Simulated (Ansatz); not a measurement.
A search over several starts for the lowest SCF solution of Na4⁻ at the given spin, in a small basis.

```yaml
crystal:
  periodic: [false, false, false]
  atoms:
    - {symbol: Na, position_ang: [-2.812346, -1.360081, 0.434104]}
    - {symbol: Na, position_ang: [0.225332, 0.376389, -0.260728]}
    - {symbol: Na, position_ang: [2.276592, 3.277473, -2.277564]}
    - {symbol: Na, position_ang: [0.310432, -2.293779, 2.104188]}
basis:
  gaussian: {orbitals: def2-SVP, initial_orbitals: start.molden}
total_charge: -1
magnetization: {spin_polarized: true, initial_magnetization: 3}
hamiltonian: {xc: pbe0}
output: {orbitals: {seedname: orbitals}}
```

The file start.molden holds the orbitals of an earlier run on this structure, at another level or in another basis.

```sh
$ ansatz run in.yaml --threads 4 --pin off --events-out ev --progress --plain --max-ram 3916MiB
```

Output, abridged:

```
Functional definition: PBE0
540 factors; integrals over basis functions are off by at most 6.8e-4 eV
mean field evaluation 1: about -17647.3326 eV, gradient 9.4e-1 eV
mean field evaluation 2: about -17647.3617 eV, gradient 5.6e-2 eV
mean field evaluation 4: about -17647.5131 eV, gradient 1.3e-2 eV
mean field evaluation 8: about -17647.5132 eV, gradient 2.0e-5 eV
mean field evaluation 16: about -17647.5050 eV, gradient 1.7e-1 eV
mean field evaluation 32: about -17647.5132 eV, gradient 4.3e-5 eV
mean field -17647.51320637 eV, -648.5341484201 hartree, gradient 1.2e-5 eV, S^2 3.791923; 9 other end points of the search recorded, 0 dependent functions left out
reference -17647.51323986 eV, -648.5341496507 hartree; 24, 21 occupied and 36, 39 virtual orbitals, 540 factors
Total energy: -17647.51323986 eV, -648.5341496507 hartree
```

Hardware: 4 threads of Intel Xeon Platinum 8259CL on a shared host. Wall time 3.6 s.

The highest occupied level of the charge -1 quartet lies above zero (up to 0.08 eV). The electron is either unbound and held by the finite basis, or the level is raised by self-interaction error. At PBE0/def2-TZVPD a doublet of charge -1 lies 0.57 eV below the quartet, each at its own geometry. The structure comes from a short search, and lower isomers may exist.
